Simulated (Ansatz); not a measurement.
Ansatz (a program for electronic structure) job for Se(F)(SiH3) (FH3SeSi), SMILES [SiH3][Se]F, PBE-D3(BJ)/def2-TZVP. 

Ansatz 0.2 input:
```yaml
crystal:
  periodic: [false, false, false]
  atoms:
    - {symbol: Se, position_ang: [0.05193217, 0.31981711, 0.62549101]}
    - {symbol: F, position_ang: [0.83257654, 1.40076919, -0.64690125]}
    - {symbol: Si, position_ang: [-0.52384484, -1.32580263, -0.86518059]}
    - {symbol: H, position_ang: [0.68905139, -1.87952008, -1.45708906]}
    - {symbol: H, position_ang: [-1.40921331, -0.75854926, -1.87583735]}
    - {symbol: H, position_ang: [-1.20489315, -2.28139847, 0.00087155]}
basis:
  gaussian:
    orbitals: def2-TZVP
hamiltonian:
  xc: pbe
  dispersion: d3bj
relax: {f_tol: 0.002, max_steps: 200}
```

Output:

```
WARN ansatz: RAYON_NUM_THREADS=1 ignored (pool sized by the plan → 1); use --threads N
Functional definition: PBE
integrals: 0.05 GiB planned
927 factors; their error is unknown
mean field: 0.37 GiB planned
mean field evaluation 1: about -75975.3097 eV, gradient 3.7e1 eV
mean field evaluation 2: about -75961.3221 eV, gradient 9.9e1 eV
mean field evaluation 4: about -75977.6016 eV, gradient 6.4e0 eV
mean field evaluation 8: about -75977.6744 eV, gradient 1.8e-1 eV
mean field evaluation 16: about -75977.6745 eV, gradient 4.2e-5 eV
mean field -75977.67445195 eV, -2792.1280365918 hartree, gradient 4.2e-5 eV, S^2 0.000000; 0 other end points of the search recorded, 0 dependent functions left out
the calculation of the forces begins
reference -75977.67448764 eV, -2792.1280379032 hartree; 30, 30 occupied and 104, 104 virtual orbitals, 927 factors
relax step   1: F+E_penalty+E_count = -75977.78826573 eV  Δ(F+E_penalty+E_count) = +0.000e0 eV  max|allowed force component| = 5.634e-1 eV/Å  Δτ_max = 0.0000 Å  (25 SCF iters, accepted)
these checks for a lower state are left out or cut short: starts, cluster_reference, orbital_swaps, neighbouring_geometries, increment
integrals: 0.05 GiB planned
927 factors; their error is unknown
mean field: 0.37 GiB planned
mean field -75977.72178563 eV, -2792.1297760722 hartree, gradient 5.2e-6 eV, S^2 0.000000; 0 other end points of the search recorded, 0 dependent functions left out
the calculation of the forces begins
reference -75977.72182138 eV, -2792.1297773863 hartree; 30, 30 occupied and 104, 104 virtual orbitals, 927 factors
relax step   2: F+E_penalty+E_count = -75977.83468714 eV  Δ(F+E_penalty+E_count) = -4.642e-2 eV  max|allowed force component| = 3.990e-1 eV/Å  Δτ_max = 0.0450 Å  (31 SCF iters, accepted)
these checks for a lower state are left out or cut short: starts, cluster_reference, orbital_swaps, neighbouring_geometries, increment
integrals: 0.05 GiB planned
927 factors; their error is unknown
mean field: 0.37 GiB planned
mean field -75977.72843754 eV, -2792.1300205257 hartree, gradient 4.8e-6 eV, S^2 0.000000; 0 other end points of the search recorded, 0 dependent functions left out
the calculation of the forces begins
reference -75977.72847328 eV, -2792.1300218390 hartree; 30, 30 occupied and 104, 104 virtual orbitals, 927 factors
relax step   3: F+E_penalty+E_count = -75977.84075440 eV  Δ(F+E_penalty+E_count) = -6.067e-3 eV  max|allowed force component| = 1.452e-1 eV/Å  Δτ_max = 0.0691 Å  (32 SCF iters, accepted)
these checks for a lower state are left out or cut short: starts, cluster_reference, orbital_swaps, neighbouring_geometries, increment
integrals: 0.05 GiB planned
927 factors; their error is unknown
mean field: 0.37 GiB planned
mean field evaluation 32: about -75977.7684 eV, gradient 1.2e-2 eV
mean field -75977.73209274 eV, -2792.1301548516 hartree, gradient 2.7e-5 eV, S^2 0.000000; 0 other end points of the search recorded, 0 dependent functions left out
the calculation of the forces begins
reference -75977.73212854 eV, -2792.1301561673 hartree; 30, 30 occupied and 104, 104 virtual orbitals, 927 factors
relax step   4: F+E_penalty+E_count = -75977.84479106 eV  Δ(F+E_penalty+E_count) = -4.037e-3 eV  max|allowed force component| = 2.723e-2 eV/Å  Δτ_max = 0.0417 Å  (29 SCF iters, accepted)
these checks for a lower state are left out or cut short: starts, cluster_reference, orbital_swaps, neighbouring_geometries, increment
integrals: 0.05 GiB planned
927 factors; their error is unknown
mean field: 0.37 GiB planned
mean field -75977.73252847 eV, -2792.1301708646 hartree, gradient 2.5e-5 eV, S^2 0.000000; 0 other end points of the search recorded, 0 dependent functions left out
the calculation of the forces begins
reference -75977.73256424 eV, -2792.1301721791 hartree; 30, 30 occupied and 104, 104 virtual orbitals, 927 factors
relax step   5: F+E_penalty+E_count = -75977.84515072 eV  Δ(F+E_penalty+E_count) = -3.597e-4 eV  max|allowed force component| = 1.630e-2 eV/Å  Δτ_max = 0.0175 Å  (31 SCF iters, accepted)
these checks for a lower state are left out or cut short: starts, cluster_reference, orbital_swaps, neighbouring_geometries, increment
integrals: 0.05 GiB planned
927 factors; their error is unknown
mean field: 0.37 GiB planned
mean field -75977.73261063 eV, -2792.1301738837 hartree, gradient 2.5e-5 eV, S^2 0.000000; 0 other end points of the search recorded, 0 dependent functions left out
the calculation of the forces begins
reference -75977.73264640 eV, -2792.1301751983 hartree; 30, 30 occupied and 104, 104 virtual orbitals, 927 factors
relax step   6: F+E_penalty+E_count = -75977.84520422 eV  Δ(F+E_penalty+E_count) = -5.350e-5 eV  max|allowed force component| = 5.345e-3 eV/Å  Δτ_max = 0.0062 Å  (31 SCF iters, accepted)
these checks for a lower state are left out or cut short: starts, cluster_reference, orbital_swaps, neighbouring_geometries, increment
integrals: 0.05 GiB planned
927 factors; their error is unknown
mean field: 0.37 GiB planned
mean field -75977.73260760 eV, -2792.1301737724 hartree, gradient 9.6e-6 eV, S^2 0.000000; 0 other end points of the search recorded, 0 dependent functions left out
the calculation of the forces begins
reference -75977.73264337 eV, -2792.1301750868 hartree; 30, 30 occupied and 104, 104 virtual orbitals, 927 factors
relax step   7: F+E_penalty+E_count = -75977.84520601 eV  Δ(F+E_penalty+E_count) = -1.795e-6 eV  max|allowed force component| = 1.101e-3 eV/Å  Δτ_max = 0.0010 Å  (24 SCF iters, accepted)
integrals: 0.05 GiB planned
927 factors; their error is unknown
mean field: 0.37 GiB planned
mean field evaluation 64: about -75977.7652 eV, gradient 1.4e0 eV
mean field -75977.73260760 eV, -2792.1301737724 hartree, gradient 9.7e-6 eV, S^2 0.000000; 1 other end points of the search recorded, 0 dependent functions left out
the calculation of the forces begins
reference -75977.73264337 eV, -2792.1301750868 hartree; 30, 30 occupied and 104, 104 virtual orbitals, 927 factors
Total energy: -75977.84524178 eV, -2792.1343130023 hartree
Atom 0 at     0.055419     0.350430     0.612786 Å, force     0.000371     0.000511     0.000614 eV/Å
Atom 1 at     0.859383     1.438803    -0.574530 Å, force     0.000006     0.000095     0.000018 eV/Å
Atom 2 at    -0.515699    -1.306483    -0.872414 Å, force    -0.000232    -0.000128    -0.001101 eV/Å
Atom 3 at     0.688692    -1.924825    -1.499495 Å, force    -0.000012     0.000046     0.000120 eV/Å
Atom 4 at    -1.449845    -0.807430    -1.923353 Å, force     0.000091    -0.000252     0.000081 eV/Å
Atom 5 at    -1.202340    -2.275179     0.038361 Å, force    -0.000224    -0.000271     0.000267 eV/Å
Dipole moment:    -0.201547    -0.370166     0.041285 e Å
```

The run converged.

Cost: around 18 core-seconds (rough).
